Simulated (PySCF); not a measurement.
Isomers of C2H13NOSi3, mass 151.030 u with the commonest isotopes. Theory: PySCF 2.14.0, PBE0-D3(BJ)/def2-SVP geometry optimisation, gas phase. One conformer each, none proved a minimum here; rigid rotors.

Question: Order these by rotational constant B, largest first.
A. `[CH3:1][NH:2][SiH2:3][CH2:4][SiH2:5][O:6][SiH3:7]` with C1–N2–Si3–C4 -67°, N2–Si3–C4–Si5 -39°, Si3–C4–Si5–O6 -168°, C4–Si5–O6–Si7 94°
B. `[CH3:1][O:2][SiH2:3][N:4]([SiH3:5])[SiH2:6][CH3:7]` with C1–O2–Si3–N4 177°, O2–Si3–N4–Si5 -179°, Si3–N4–Si6–C7 179°
C. `[CH3:1][N:2]([CH3:3])[Si@@H:4]([SiH3:5])[O:6][SiH3:7]` with C1–N2–Si4–Si5 158°, N2–Si4–O6–Si7 -30°
D. `[CH3:1][N:2]([CH3:3])[SiH2:4][O:5][SiH2:6][SiH3:7]` with C1–N2–Si4–O5 133°, N2–Si4–O5–Si6 -42°, Si4–O5–Si6–Si7 9°
E. `[CH3:1][CH2:2][SiH2:3][O:4][SiH2:5][SiH2:6][NH2:7]` with C1–C2–Si3–O4 179°, C2–Si3–O4–Si5 33°, Si3–O4–Si5–Si6 53°, O4–Si5–Si6–N7 -32°, Si5–Si6–N7–H -157° and 66°
F. `[CH3:1][CH2:2][O:3][SiH2:4][N:5]([SiH3:6])[SiH3:7]` with C1–C2–O3–Si4 -153°, C2–O3–Si4–N5 149°, O3–Si4–N5–Si6 -18°
G. `[CH3:1][N:2]([CH3:3])[SiH2:4][SiH2:5][O:6][SiH3:7]` with C1–N2–Si4–Si5 -45°, N2–Si4–Si5–O6 -175°, Si4–Si5–O6–Si7 178°

Answer: C (1187 MHz), D (1114 MHz), B (932.5 MHz), E (832.4 MHz), F (775.6 MHz), A (535.6 MHz), G (490.6 MHz).

Question: Order these by rotational constant A, largest first.
A. `[CH3:1][O:2][SiH2:3][N:4]([SiH3:5])[SiH2:6][CH3:7]` with C1–O2–Si3–N4 177°, O2–Si3–N4–Si5 -179°, Si3–N4–Si6–C7 179°
B. `[CH3:1][CH2:2][SiH2:3][O:4][SiH2:5][SiH2:6][NH2:7]` with C1–C2–Si3–O4 179°, C2–Si3–O4–Si5 33°, Si3–O4–Si5–Si6 53°, O4–Si5–Si6–N7 -32°, Si5–Si6–N7–H -157° and 66°
C. `[CH3:1][CH2:2][O:3][SiH2:4][N:5]([SiH3:6])[SiH3:7]` with C1–C2–O3–Si4 -153°, C2–O3–Si4–N5 149°, O3–Si4–N5–Si6 -18°
D. `[CH3:1][N:2]([CH3:3])[SiH2:4][SiH2:5][O:6][SiH3:7]` with C1–N2–Si4–Si5 -45°, N2–Si4–Si5–O6 -175°, Si4–Si5–O6–Si7 178°
E. `[CH3:1][N:2]([CH3:3])[SiH2:4][O:5][SiH2:6][SiH3:7]` with C1–N2–Si4–O5 133°, N2–Si4–O5–Si6 -42°, Si4–O5–Si6–Si7 9°
F. `[CH3:1][NH:2][SiH2:3][CH2:4][SiH2:5][O:6][SiH3:7]` with C1–N2–Si3–C4 -67°, N2–Si3–C4–Si5 -39°, Si3–C4–Si5–O6 -168°, C4–Si5–O6–Si7 94°
G. `[CH3:1][N:2]([CH3:3])[Si@@H:4]([SiH3:5])[O:6][SiH3:7]` with C1–N2–Si4–Si5 158°, N2–Si4–O6–Si7 -30°

Answer: D (4661 MHz), F (3610 MHz), C (2721 MHz), A (2103 MHz), B (1947 MHz), E (1719 MHz), G (1322 MHz).

Question: Order these by radius of gyration √(Σ m r²/M), largest first.
A. `[CH3:1][CH2:2][SiH2:3][O:4][SiH2:5][SiH2:6][NH2:7]` with C1–C2–Si3–O4 179°, C2–Si3–O4–Si5 33°, Si3–O4–Si5–Si6 53°, O4–Si5–Si6–N7 -32°, Si5–Si6–N7–H -157° and 66°
B. `[CH3:1][NH:2][SiH2:3][CH2:4][SiH2:5][O:6][SiH3:7]` with C1–N2–Si3–C4 -67°, N2–Si3–C4–Si5 -39°, Si3–C4–Si5–O6 -168°, C4–Si5–O6–Si7 94°
C. `[CH3:1][N:2]([CH3:3])[Si@@H:4]([SiH3:5])[O:6][SiH3:7]` with C1–N2–Si4–Si5 158°, N2–Si4–O6–Si7 -30°
D. `[CH3:1][N:2]([CH3:3])[SiH2:4][O:5][SiH2:6][SiH3:7]` with C1–N2–Si4–O5 133°, N2–Si4–O5–Si6 -42°, Si4–O5–Si6–Si7 9°
E. `[CH3:1][O:2][SiH2:3][N:4]([SiH3:5])[SiH2:6][CH3:7]` with C1–O2–Si3–N4 177°, O2–Si3–N4–Si5 -179°, Si3–N4–Si6–C7 179°
F. `[CH3:1][N:2]([CH3:3])[SiH2:4][SiH2:5][O:6][SiH3:7]` with C1–N2–Si4–Si5 -45°, N2–Si4–Si5–O6 -175°, Si4–Si5–O6–Si7 178°

Answer: F (2.721 Å), B (2.640 Å), A (2.319 Å), E (2.258 Å), C (2.191 Å), D (2.122 Å).

```csv
SMILES,point group,Ia (u·Å²),Ib (u·Å²),Ic (u·Å²),κ,μa (D),μb (D),μc (D)
CC[SiH2]O[SiH2][SiH2]N,C1,259.61,607.13,757.40,-0.74,0.31,1.89,0.03
CO[SiH2]N([SiH3])[SiH2]C,near Cs,240.33,541.97,757.99,-0.63,0.68,0.05,0.02
CN(C)[SiH2]O[SiH2][SiH3],C1,293.98,453.78,611.83,-0.36,1.25,0.96,0.23
CCO[SiH2]N([SiH3])[SiH3],C1,185.77,651.56,808.89,-0.86,1.30,0.57,0.42
CN[SiH2]C[SiH2]O[SiH3],C1,139.99,943.60,1022.23,-0.97,1.29,0.12,0.02
CN(C)[Si@@H]([SiH3])O[SiH3],C1,382.36,425.92,641.64,0.49,0.35,1.56,0.70
CN(C)[SiH2][SiH2]O[SiH3],C1,108.42,1030.19,1098.01,-0.99,1.02,0.59,0.14
```
